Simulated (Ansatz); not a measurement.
Born–Oppenheimer molecular dynamics of C2H8OSi (12 atoms, charge 0, multiplicity 1). It starts from a relaxed structure.

All numbers below come from Ansatz 0.2.0, RKS B3LYP/6-31G*.

```json
{
 "ensemble": "NVE (velocity Verlet)",
 "time step": "1 fs",
 "steps asked": "100",
 "starting velocities drawn for": "300 K",
 "seed": "552457"
}
```

First frame:

```xyz
12
Properties=species:S:1:pos:R:3
Si -0.003 -0.055 -0.060
H 0.084 -0.182 1.430
O 1.534 0.107 -0.711
H 2.158 -0.604 -0.512
C -0.916 1.519 -0.516
H -1.936 1.516 -0.113
H -0.400 2.401 -0.121
H -0.984 1.630 -1.605
C -0.892 -1.581 -0.720
H -1.895 -1.661 -0.281
H -1.004 -1.536 -1.810
H -0.356 -2.507 -0.477
```

Q: How far do the bonds stretch over the last three quarters of this one trajectory? (Pairs bonded in most of those frames.)

A: 
```csv
bond,mean (Å),spread (Å),shortest,longest
Si1–H2,1.498,0.013,1.48,1.52
Si1–O3,1.682,0.024,1.64,1.73
Si1–C5,1.873,0.018,1.85,1.90
Si1–C9,1.893,0.026,1.84,1.93
O3–H4,0.967,0.014,0.95,0.99
C5–H6,1.098,0.017,1.07,1.12
C5–H7,1.097,0.022,1.06,1.13
C5–H8,1.097,0.012,1.07,1.12
C9–H10,1.099,0.012,1.08,1.12
C9–H11,1.098,0.007,1.09,1.11
C9–H12,1.098,0.014,1.08,1.12
```

Mean temperature of the second half: 166 K. The conserved energy stayed within 0.44 meV per atom of its start (net change 0.3 meV per atom), so the integration is sound. Over the second half the temperature averaged 0.55 of the 300 K drawn at the start: a run that starts near a minimum puts about half its kinetic energy into the potential. A run of 0.1 ps of so small a system gives no equilibrium averages.

Time of the run: 6 min on 1 thread of Arm Neoverse V1, on a shared host, peak memory 0.15 GiB.
